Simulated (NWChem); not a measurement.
Everything below was run with NWChem. System: AgF, charge 0, spin multiplicity 1, at a geometry optimised with PBE0/def2-SVP with def2 effective core potentials on Ag. The structure started from a generated list of species. Level: MP2/def2-SVPD with def2 effective core potentials on Ag, 5 core orbitals frozen.

The NWChem input:

```
start mol
memory heap 200 mb stack 900 mb global 1100 mb
geometry units angstroms nocenter noautoz
  Ag     0.000000     0.000000    -0.317217
  F      0.000000     0.000000     1.656577
  symmetry group C2v
end
basis spherical
  * library def2-svpd
end
ecp
  Ag library def2-ecp
end
scf
  rhf
  nopen 0
  maxiter 100
  thresh 1e-7
  semidirect memsize 60000000 filesize 0
end
mp2
  freeze core 5
end
task mp2 energy
```

Output (cleaned and shortened):

```
             Northwest Computational Chemistry Package (NWChem) 7.3.0
             --------------------------------------------------------

                                NWChem Input Module
                                -------------------

 Scaling coordinates for geometry "geometry" by  1.889725989
 (inverse scale =  0.529177249)

 Turning off AUTOSYM since
 SYMMETRY directive was detected!

                             Geometry "geometry" -> ""
                             -------------------------

 Output coordinates in angstroms (scale by  1.889725989 to convert to a.u.)

  No.       Tag          Charge          X              Y              Z
 ---- ---------------- ---------- -------------- -------------- --------------
    1 Ag                  47.0000     0.00000000     0.00000000    -0.31721700
    2 F                    9.0000     0.00000000     0.00000000     1.65657700

 Effective nuclear repulsion energy (a.u.)     113.4069595545

            Nuclear Dipole moment (a.u.)
            ----------------------------
        X                 Y               Z
 ---------------- ---------------- ----------------
     0.0000000000     0.0000000000    -0.0000113384

      Symmetry information
      --------------------

 Group name             C2v
 Group number             16
 Group order               4
 No. of unique centers     2

      Symmetry unique atoms

     1    2


 Summary of "ao basis" -> "" (spherical)
 ------------------------------------------------------------------------------
       Tag                 Description            Shells   Functions and Types
 ---------------- ------------------------------  ------  ---------------------
 *                         def2-svpd                  on all atoms

 Summary of "ao basis" -> "ao basis" (spherical)
 ------------------------------------------------------------------------------
       Tag                 Description            Shells   Functions and Types
 ---------------- ------------------------------  ------  ---------------------
 Ag                        def2-svpd                12       34   5s4p2d1f
 F                         def2-svpd                 9       23   4s3p2d

                                 NWChem SCF Module
                                 -----------------

  ao basis        = "ao basis"
  functions       =    57
  atoms           =     2
  closed shells   =    14
  open shells     =     0
  charge          =   0.00
  wavefunction    = RHF
  use symmetry    = T
  symmetry adapt  = T

 Summary of "ao basis" -> "ao basis" (spherical)
 ------------------------------------------------------------------------------
       Tag                 Description            Shells   Functions and Types
 ---------------- ------------------------------  ------  ---------------------
 Ag                        def2-svpd                12       34   5s4p2d1f
 F                         def2-svpd                 9       23   4s3p2d

      Symmetry analysis of basis
      --------------------------

        a1         26
        a2          5
        b1         13
        b2         13

 Forming initial guess at       0.0s

      Superposition of Atomic Density Guess
      -------------------------------------

 Sum of atomic energies:        -266.96442027

      Non-variational initial energy
      ------------------------------

 Total energy =    -244.836249
 1-e energy   =    -488.941980
 2-e energy   =     198.260365
 HOMO         =      -0.528882
 LUMO         =      -0.214749
[...]
  ----- ------------  ---------------      ----- ------------  ---------------
    20      0.571520  1 Ag d  0              41     -0.485049  2 F  pz
    44      0.382790  2 F  pz                 4     -0.174205  1 Ag s
     2      0.157316  1 Ag s

 Vector   15  Occ=0.000000D+00  E=-1.754669D-02  Symmetry=a1
              MO Center=  1.1D-17, -1.7D-17, -1.4D+00, r^2= 5.0D+00
   Bfn.  Coefficient  Atom+Function         Bfn.  Coefficient  Atom+Function
  ----- ------------  ---------------      ----- ------------  ---------------
     5      0.917948  1 Ag s                 14     -0.449141  1 Ag pz
     4      0.200826  1 Ag s                  2     -0.197778  1 Ag s
    47      0.170938  2 F  pz                38     -0.164048  2 F  s

 Vector   16  Occ=0.000000D+00  E= 5.903528D-02  Symmetry=b2
              MO Center= -3.8D-31, -5.4D-15, -6.1D-01, r^2= 1.0D+01
   Bfn.  Coefficient  Atom+Function         Bfn.  Coefficient  Atom+Function
  ----- ------------  ---------------      ----- ------------  ---------------
    13      1.350008  1 Ag py                16     -0.384619  1 Ag py
    46     -0.241204  2 F  py                10      0.170750  1 Ag py

 Vector   17  Occ=0.000000D+00  E= 5.903528D-02  Symmetry=b1
              MO Center=  9.6D-16,  1.9D-32, -6.1D-01, r^2= 1.0D+01
   Bfn.  Coefficient  Atom+Function         Bfn.  Coefficient  Atom+Function
  ----- ------------  ---------------      ----- ------------  ---------------
    12      1.350008  1 Ag px                15     -0.384619  1 Ag px
    45     -0.241204  2 F  px                 9      0.170750  1 Ag px

 center of mass
 --------------
 x =   0.00000000 y =   0.00000000 z =  -0.03661974

 moments of inertia (a.u.)
 ------------------
         224.428993828606           0.000000000000           0.000000000000
           0.000000000000         224.428993828606           0.000000000000
           0.000000000000           0.000000000000           0.000000000000

  Mulliken analysis of the total density
  --------------------------------------

    Atom       Charge   Shell Charges
 -----------   ------   -------------------------------------------------------
    1 Ag  19    18.11  -0.47  1.60  0.86  0.12 -0.00  5.95  0.10 -0.00  0.01  9.11  0.84  0.00
    2 F    9     9.89   1.99  1.11  0.85  0.06  3.30  2.29  0.30  0.00 -0.01

       Multipole analysis of the density wrt the origin
       ------------------------------------------------

     L   x y z        total         open         nuclear
     -   - - -        -----         ----         -------
     0   0 0 0     -0.000000      0.000000     28.000000

     1   1 0 0      0.000000      0.000000      0.000000
     1   0 1 0     -0.000000      0.000000      0.000000
     1   0 0 1     -2.784736      0.000000     16.784679

     2   2 0 0    -16.187606      0.000000      0.000000
     2   1 1 0     -0.000000      0.000000      0.000000
     2   1 0 1      0.000000      0.000000      0.000000
     2   0 2 0    -16.187606      0.000000      0.000000
     2   0 1 1     -0.000000      0.000000      0.000000
     2   0 0 2    -22.407943      0.000000     95.026493

                   NWChem MP2 Semi-direct Energy/Gradient Module
                   ---------------------------------------------

  Basis functions       =     57
  Molecular orbitals    =     57
  Frozen core           =      5
  Frozen virtuals       =      0
  Active alpha occupied =      9
  Active beta occupied  =      9
  Active alpha virtual  =     43
  Active beta virtual   =     43
  Use MO symmetry       = T
  Use skeleton AO sym   = T

  AO/Fock/Back tols     =   1.0D-09  1.0D-09  1.0D-09

 GA uses MA = F    GA memory limited = T

 Available:
  local mem=  1.26D+08
 global mem=  1.44D+08
 local disk=  0.00D+00
  mp2_memr nvloc                    43
  nvloc new                    43
   1 passes of   9:        4194304                      25970                   2179329.
   1 passes of   9: M    126142327           G      144172702           F     121948023.

 Semi-direct pass number   1 of   1  for RHF alpha+beta  at        0.3s
  vrange nnbf                  1652
  mp2_eaftype                    10  avail_ma_in_mb                  1099
 EAF : mp2_eaftype filesize          10    1089664.
  mp2_eaf for mointskh                     10
Node 0 wrote      5.1 Mb in      0.0 s     Agg I/O rate:  3139.1 Mb/s
 Done moints_semi at        0.7s
  mp2_eaftype                    10  avail_ma_in_mb                  1089
 EAF : mp2_eaftype filesize          10    1089664.
  mp2_eaf for kh                    10
 Done maket at        0.7s
 Done multipass loop at        0.7s

          -------------------------------------------
          SCF energy                -245.441273633553
          Correlation energy          -0.450573484405
          Singlet pairs               -0.225711158293
          Triplet pairs               -0.224862326112
          Total MP2 energy          -245.891847117957
          -------------------------------------------

          ---------------------------------------------------
                    Spin Component Scaled (SCS) MP2
          Same spin pairs                     -0.149908217408
          Same spin scaling factor             0.333333333333
          Opposite spin pairs                 -0.300665266997
          Opposite spin scaling fact.          1.200000000000
          SCS-MP2 correlation energy          -0.410767726199
          Total SCS-MP2 energy              -245.852041359751
          ---------------------------------------------------

 -----------------------
 Performance information
 -----------------------

 Timer overhead =  1.50D-07 seconds/call

               Nr. of calls         CPU time (s)                 Wall time (s)                GFlops
             ---------------    -------------------     ------------------------------   -------------------
Name         Min   Avg   Max    Min     Avg     Max     Min     Avg     Max   Mx/calls   Min     Max     Sum
mp2: moin     1     1     1   0.40    0.40    0.40     0.40    0.40    0.40    0.40      0.0     0.0     0.0
mp2: make     1     1     1   2.30E-2 2.30E-2 2.30E-2  2.30E-2 2.30E-2 2.30E-2 2.30E-2   0.0     0.0     0.0
mp2: tota     1     1     1   0.45    0.45    0.45     0.45    0.45    0.45    0.45      0.0     0.0     0.0

 The average no. of pstat calls per process was 3.00D+00
 with a timing overhead of 4.51D-07s

 Task  times  cpu:        0.7s     wall:        0.7s

 Total times  cpu:        0.7s     wall:        0.7s
```
